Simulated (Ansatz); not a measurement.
```yaml
atoms:
  - { symbol: C, position_ang: [1.3566, 0.0132, -0.0293] }
  - { symbol: C, position_ang: [0.7336, 1.2373, -0.0184] }
  - { symbol: C, position_ang: [-0.7330, 1.1837, -0.0253] }
  - { symbol: C, position_ang: [-1.3997, -0.0477, -0.0141] }
  - { symbol: C, position_ang: [-0.7171, -1.2376, -0.0352] }
  - { symbol: C, position_ang: [0.7418, -1.1853, -0.0042] }
  - { symbol: H, position_ang: [2.4791, 0.0123, -0.0476] }
  - { symbol: H, position_ang: [1.2939, 2.1553, 0.0015] }
  - { symbol: H, position_ang: [-1.2833, 2.1480, 0.0302] }
  - { symbol: H, position_ang: [-2.4381, -0.0013, 0.0031] }
  - { symbol: H, position_ang: [-1.2206, -2.1799, 0.0363] }
  - { symbol: H, position_ang: [1.2124, -2.1906, 0.0144] }
```

Basis set: 6-31G* (spherical functions). Frozen core: 6 orbitals. Charge 0, multiplicity 1.

Computed with Ansatz (development build ahead of 0.2.0); each method stands on the lowest determinant of its kind that the runs found. Restricted open shells among the atoms or ions are ROHF, correlated in semicanonical orbitals with singles.

The atomization energy at this shape (free ground-state atoms in the same class of orbitals less the molecule, no zero-point energy) of singlet C₆H₆:

| method | atomization energy |
| --- | --- |
| RHF-MP2 | 5394.7 kJ/mol |

(1) What does RHF give?

Results:

(1) 4280.6 kJ/mol. Caution: the shape is not the minimum.
